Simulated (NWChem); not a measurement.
System: Si2NH5F2; SMILES [SiH2]([SiH](F)F)N

NWChem input:

```
start job
memory heap 200 mb stack 900 mb global 1100 mb
geometry units angstroms noautoz
  Si     0.006885    -0.974889    -0.389738
  F     -1.298931    -1.428809     0.465834
  F      1.296594    -1.422487     0.493204
  Si     0.003449     1.372200    -0.549702
  N     -0.010367     2.167520     0.992075
  H      0.021981    -1.796406    -1.633280
  H      1.231766     1.784370    -1.295797
  H     -1.214572     1.779940    -1.314777
  H     -0.847329     2.097770     1.561975
  H      0.816093     2.097687     1.577103
end
basis spherical
  Si library def2-svp
  F library def2-svp
  N library def2-svp
  H library def2-svp
end
dft
  xc xperdew91 perdew91
  iterations 150
  mulliken
end
task dft energy
```

NWChem printed, in part:

```
             Northwest Computational Chemistry Package (NWChem) 7.3.0
             --------------------------------------------------------

 C1  symmetry detected

                             Geometry "geometry" -> ""
                             -------------------------

 Output coordinates in angstroms (scale by  1.889725989 to convert to a.u.)

  No.       Tag          Charge          X              Y              Z
 ---- ---------------- ---------- -------------- -------------- --------------
    1 Si                  14.0000    -0.00106950    -0.99030636    -0.41838163
    2 F                    9.0000    -1.29573193    -1.44765237     0.45218489
    3 F                    9.0000     1.29993136    -1.44474994     0.44426409
    4 Si                  14.0000    -0.00354658     1.35769233    -0.56440579
    5 N                    7.0000     0.00467264     2.14387325     0.98209126
    6 H                    1.0000    -0.00398713    -1.80445376    -1.66684880
    7 H                    1.0000     1.21505747     1.77273722    -1.32469941
    8 H                    1.0000    -1.23131611     1.77148979    -1.31040879
    9 H                    1.0000    -0.82455235     2.07179568     1.56290724
   10 H                    1.0000     0.83891994     2.06953553     1.55539387

 Effective nuclear repulsion energy (a.u.)     303.7997752903

  perdew91 is a nonlocal functional; adding pw91lda local functional.

                                 NWChem DFT Module
                                 -----------------

 Summary of "ao basis" -> "ao basis" (spherical)
 ------------------------------------------------------------------------------
       Tag                 Description            Shells   Functions and Types
 ---------------- ------------------------------  ------  ---------------------
 Si                         def2-svp                 8       18   4s3p1d
 F                          def2-svp                 6       14   3s2p1d
 N                          def2-svp                 6       14   3s2p1d
 H                          def2-svp                 3        5   2s1p

            General Information
            -------------------
          SCF calculation type: DFT
          Wavefunction type:  closed shell.
          No. of atoms     :    10
          No. of electrons :    58
           Alpha electrons :    29
            Beta electrons :    29
          Charge           :     0
          Spin multiplicity:     1
          Use of symmetry is: off; symmetry adaption is: off
          Maximum number of iterations: 150
          AO basis - number of functions:   103
                     number of shells:    49
          Convergence on energy requested:  1.00D-06
          Convergence on density requested:  1.00D-05
          Convergence on gradient requested:  5.00D-04

              XC Information
              --------------
                 Perdew 1991   Exchange Functional  1.000
                Perdew 1991 Correlation Functional  1.000 non-local
            Perdew 1991 LDA Correlation Functional  1.000 local

             Grid Information
             ----------------
          Grid used for XC integration:  medium
          Radial quadrature: Mura-Knowles
          Angular quadrature: Lebedev.
          Tag              B.-S. Rad. Rad. Pts. Rad. Cut. Ang. Pts.
          ---              ---------- --------- --------- ---------
          Si                  1.10       88          10.0       590
          F                   0.50       49          11.0       434
          N                   0.65       49          12.0       434
          H                   0.35       45          12.0       434
          Grid pruning is: on
          Number of quadrature shells:   548
          Spatial weights used:  Erf1

      Superposition of Atomic Density Guess
      -------------------------------------

 Sum of atomic energies:        -832.80268803

      Non-variational initial energy
      ------------------------------

 Total energy =    -834.151641
 1-e energy   =   -1760.351330
 2-e energy   =     622.399914
 HOMO         =      -0.278557
 LUMO         =       0.021476

     ---------------------------------------------
      Total Density - Mulliken Population Analysis
     ---------------------------------------------

    Atom       Charge   Shell Charges
 -----------   ------   -------------------------------------------------------
    1 Si  14    12.75   2.00  1.99  0.94  0.24  5.93  0.85  0.56  0.24
    2 F    9     9.58   1.99  1.15  0.78  3.52  2.14  0.00
    3 F    9     9.58   1.99  1.15  0.78  3.52  2.14  0.00
    4 Si  14    13.54   2.00  1.99  1.00  0.26  5.94  1.10  1.08  0.18
    5 N    7     7.78   1.99  1.03  0.45  2.60  1.70  0.01
    6 H    1     1.12   0.70  0.41  0.01
    7 H    1     1.07   0.69  0.37  0.01
    8 H    1     1.07   0.69  0.37  0.01
    9 H    1     0.75   0.59  0.12  0.04
   10 H    1     0.75   0.59  0.12  0.04

   convergence    iter        energy       DeltaE   RMS-Dens  Diis-err
 ---------------- ----- ----------------- --------- --------- ---------
 d= 0,ls=0.0,diis     1   -835.9396770745 -1.14D+03  2.22D-02  1.06D+00
 d= 0,ls=0.0,diis     2   -835.5926273800  3.47D-01  1.44D-02  4.76D+00
 d= 0,ls=0.0,diis     3   -836.0613543561 -4.69D-01  1.90D-03  2.77D-02
 d= 0,ls=0.0,diis     4   -836.0632523541 -1.90D-03  9.11D-04  8.04D-03
 d= 0,ls=0.0,diis     5   -836.0640594755 -8.07D-04  2.90D-04  1.83D-03
  Resetting Diis
 d= 0,ls=0.0,diis     6   -836.0642438117 -1.84D-04  8.55D-05  5.32D-05
 d= 0,ls=0.0,diis     7   -836.0642519147 -8.10D-06  2.55D-05  1.18D-06
 d= 0,ls=0.0,diis     8   -836.0642518518  6.28D-08  1.32D-05  1.94D-06
 d= 0,ls=0.0,diis     9   -836.0642521209 -2.69D-07  2.12D-06  9.58D-08

[...]
```

Level: PW91/def2-SVP. The geometry was optimised at PBE0/def2-SVP.
